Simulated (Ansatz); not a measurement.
Ansatz (an electronic-structure program) job for OPb, SMILES [O]=[Pb] (connectivity only; charge and spin as stated), neutral, multiplicity 1, B3LYP-D3(BJ)/def2-TZVP. 

Ansatz 0.2 input:
```yaml
crystal:
  periodic: [false, false, false]
  atoms:
    - {symbol: Pb, position_ang: [0.00000000, 0.00000000, -0.17063341]}
    - {symbol: O, position_ang: [0.00000000, 0.00000000, 1.74899246]}
basis:
  gaussian:
    orbitals: def2-TZVP
hamiltonian:
  xc: b3lyp
  dispersion: d3bj
relax: {f_tol: 0.002, max_steps: 200}
```

It prints:

```
WARN ansatz: RAYON_NUM_THREADS=1 ignored (pool sized by the plan → 1); use --threads N
Functional definition: B3LYP
integrals: 0.02 GiB planned
581 factors; their error is unknown
mean field: 0.18 GiB planned
mean field evaluation 1: about -7283.0055 eV, gradient 8.4e1 eV
mean field evaluation 2: about -7090.3850 eV, gradient 2.1e2 eV
mean field evaluation 4: about -7295.8617 eV, gradient 3.1e1 eV
mean field evaluation 8: about -7297.5741 eV, gradient 1.6e-2 eV
mean field evaluation 16: about -7297.6136 eV, gradient 4.4e-5 eV
mean field -7297.61357934 eV, -268.1823525407 hartree, gradient 4.4e-5 eV, S^2 0.000000; 0 other end points of the search recorded, 0 dependent functions left out
the calculation of the forces begins
reference -7297.61376155 eV, -268.1823592368 hartree; 15, 15 occupied and 66, 66 virtual orbitals, 581 factors
relax step   1: F+E_penalty+E_count = -7297.65424754 eV  Δ(F+E_penalty+E_count) = +0.000e0 eV  max|allowed force component| = 6.293e-2 eV/Å  Δτ_max = 0.0000 Å  (29 SCF iters, accepted)
these checks for a lower state are left out or cut short: starts, cluster_reference, orbital_swaps, neighbouring_geometries, increment
integrals: 0.02 GiB planned
581 factors; their error is unknown
mean field: 0.18 GiB planned
mean field -7297.61364239 eV, -268.1823548578 hartree, gradient 7.4e-6 eV, S^2 0.000000; 0 other end points of the search recorded, 0 dependent functions left out
the calculation of the forces begins
reference -7297.61382459 eV, -268.1823615534 hartree; 15, 15 occupied and 66, 66 virtual orbitals, 581 factors
relax step   2: F+E_penalty+E_count = -7297.65430872 eV  Δ(F+E_penalty+E_count) = -6.118e-5 eV  max|allowed force component| = 8.373e-3 eV/Å  Δτ_max = 0.0011 Å  (33 SCF iters, accepted)
these checks for a lower state are left out or cut short: starts, cluster_reference, orbital_swaps, neighbouring_geometries, increment
integrals: 0.02 GiB planned
581 factors; their error is unknown
mean field: 0.18 GiB planned
mean field -7297.61364328 eV, -268.1823548905 hartree, gradient 1.3e-5 eV, S^2 0.000000; 0 other end points of the search recorded, 0 dependent functions left out
the calculation of the forces begins
reference -7297.61382548 eV, -268.1823615862 hartree; 15, 15 occupied and 66, 66 virtual orbitals, 581 factors
relax step   3: F+E_penalty+E_count = -7297.65430984 eV  Δ(F+E_penalty+E_count) = -1.111e-6 eV  max|allowed force component| = 3.364e-6 eV/Å  Δτ_max = 0.0001 Å  (20 SCF iters, accepted)
integrals: 0.02 GiB planned
581 factors; their error is unknown
mean field: 0.18 GiB planned
mean field evaluation 32: about -7297.6136 eV, gradient 1.8e-5 eV
mean field -7297.61364328 eV, -268.1823548905 hartree, gradient 1.8e-5 eV, S^2 0.000000; 1 other end points of the search recorded, 0 dependent functions left out
the calculation of the forces begins
reference -7297.61382548 eV, -268.1823615862 hartree; 15, 15 occupied and 66, 66 virtual orbitals, 581 factors
Total energy: -7297.65449203 eV, -268.1838560544 hartree
Atom 0 at    -0.000000    -0.000000    -0.171625 Å, force    -0.000000    -0.000000     0.000003 eV/Å
Atom 1 at     0.000000     0.000000     1.749984 Å, force     0.000000     0.000000    -0.000003 eV/Å
Dipole moment:     0.000000     0.000000    -0.976615 e Å
```

Self-consistency was reached.

Cost: around 4 core-seconds (rough).
